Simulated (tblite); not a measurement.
Start geometry of `C[Si+](C)CC(F)(F)C(F)(F)F` from a force field or distance geometry (Å):
```
atom  x, y, z in Å
C1    -2.272   -1.312    0.224
Si2   -0.882   -0.119   -0.228
C3    -1.490    1.365   -1.190
C4     0.469    0.090    1.059
C5     1.769    0.565    0.522
F6     2.641    0.661    1.599
F7     1.729    1.784   -0.111
C8     2.367   -0.520   -0.374
F9     2.544   -1.649    0.445
F10    1.526   -0.857   -1.412
F11    3.589   -0.182   -0.898
H12   -3.086   -0.702    0.735
H13   -1.948   -2.067    0.965
H14   -2.637   -1.710   -0.730
H15   -0.706    2.061   -1.476
H16   -2.261    1.838   -0.489
H17   -2.075    0.942   -2.048
H18    0.568   -0.946    1.530
H19    0.147    0.767    1.869
```

Task: What comes out of this run: tblite 0.8.0, GFN2-xTB geometry optimisation, gas phase?

Result: 
```
atom  x, y, z in Å
C1    -1.805   -1.585    0.120
Si2   -1.054    0.134    0.026
C3    -1.439    1.593   -1.090
C4     0.356    0.427    1.280
C5     1.695    0.488    0.557
F6     2.717    0.577    1.418
F7     1.745    1.587   -0.239
C8     1.900   -0.741   -0.369
F9     1.579   -1.868    0.271
F10    1.006   -0.639   -1.385
F11    3.099   -0.849   -0.876
H12   -2.766   -1.574    0.637
H13   -1.156   -2.290    0.650
H14   -1.990   -1.995   -0.874
H15   -0.568    2.245   -1.216
H16   -2.247    2.206   -0.686
H17   -1.754    1.271   -2.084
H18    0.423   -0.357    2.040
H19    0.250    1.378    1.812
```

The energy falls by 1.044 eV over 109 L-BFGS steps, the largest force on an atom goes from 2.41 to 0.008 eV/Å, and the atoms move by 0.597 Å rms after alignment. The bond that changes most is C8–F9 (CF3 carbon to fluorine of a CF3 group), which shortens by 0.071 Å. Bonds longer at the end by more than 0.005 Å: 5 of 18; shorter: 13. Among the angles that change most is C1–Si2–C3, from 112.6° to 131.3°. Among the dihedrals that turn most is C1–Si2–C4–H19, from -79° to -133°. Rotational constants go from 1415, 637.4, 599.1 to 1328, 775.6, 673.6 MHz. The orientation of the end geometry is arbitrary; only internal coordinates are fixed.

Run on an Arm Neoverse N1 with one thread, on a shared host.

Its lowest GFN2-xTB frequency is 18i cm⁻¹, too small to tell a flat minimum from a shallow saddle.

One conformer stands for the species.

These are computed values.
